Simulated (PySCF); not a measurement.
Related species of one series. The calculation used core-valence-separated Tamm–Dancoff BHandHLYP/aug-pcX-1 (pcseg-1 on H, def2-SVPD on P) in PySCF, non-relativistic, gas phase, PBE0-D3(BJ)/def2-SVP geometry. No shift to experiment was applied. One conformer each. Roots within 0.03 eV on the same or equivalent atoms are summed; «strongest» means within the roots computed.

Question: Order them by the first intense line (a tenth or more of the edge's strongest) of the carbon K edge, lowest first.
A. `[CH3:1][O:2][BH:3][PH2:4]`
B. `[PH2:1][BH:2][n:3]1[cH:4][cH:5][cH:6][cH:7]1`
C. `[F:1][CH:2]([F:3])[O:4][BH:5][PH2:6]`
D. `[CH3:1][C:2]#[C:3][BH:4][PH2:5]`
E. `[CH2:1]=[CH:2][BH:3][PH2:4]`

Answer: E (281.71 eV), D (282.16 eV), B (283.26 eV), A (286.82 eV), C (290.96 eV).

| SMILES | E (eV) | f | core hole on | site | polarised | strongest line (eV) | its f |
| --- | --- | --- | --- | --- | --- | --- | --- |
| C=CBP | 281.71 | 0.062 | C1 | terminal =CH2 carbon | normal to the local trigonal plane (1s→π*) | 281.71 | 0.062 |
| CC#CBP | 282.16 | 0.028 | C3 | alkyne carbon | across the triple bond | 283.18 | 0.060 |
| PBn1cccc1 | 283.26 | 0.038 | C6 | aromatic CH carbon | normal to the local trigonal plane (1s→π*) | 283.35 | 0.061 |
| COBP | 286.82 | 0.031 | C1 | methoxy carbon | – | 287.76 | 0.036 |
| FC(F)OBP | 290.96 | 0.048 | C2 | CHF2 carbon | – | 291.42 | 0.069 |

The range is 9.25 eV. The lines marked π* (up to 283.26 eV) lie below the first intense lines of the neutral species whose SMILES has no multiple bond at carbon (from 286.82 eV).

Question: Order them by the first intense line (a tenth or more of the edge's strongest) of the boron K edge, lowest first.
A. `[CH3:1][C:2]#[C:3][BH:4][PH2:5]`
B. `[CH2:1]=[CH:2][BH:3][PH2:4]`
C. `[NH2:1][BH:2][PH2:3]`
D. `[CH3:1][O:2][BH:3][PH2:4]`
E. `[PH2:1][BH:2][n:3]1[cH:4][cH:5][cH:6][cH:7]1`

Answer: B (185.62 eV), A (185.89 eV), E (186.77 eV), C (187.01 eV), D (187.38 eV).

| SMILES | E (eV) | f | core hole on | site | polarised | strongest line (eV) | its f |
| --- | --- | --- | --- | --- | --- | --- | --- |
| C=CBP | 185.62 | 0.080 | B3 | three-coordinate boron | – | 185.62 | 0.080 |
| CC#CBP | 185.89 | 0.081 | B4 | three-coordinate boron | – | 185.89 | 0.081 |
| PBn1cccc1 | 186.77 | 0.083 | B2 | three-coordinate boron | – | 186.77 | 0.083 |
| NBP | 187.01 | 0.079 | B2 | three-coordinate boron | – | 187.01 | 0.079 |
| COBP | 187.38 | 0.084 | B3 | three-coordinate boron | – | 187.38 | 0.084 |

The range is 1.76 eV.
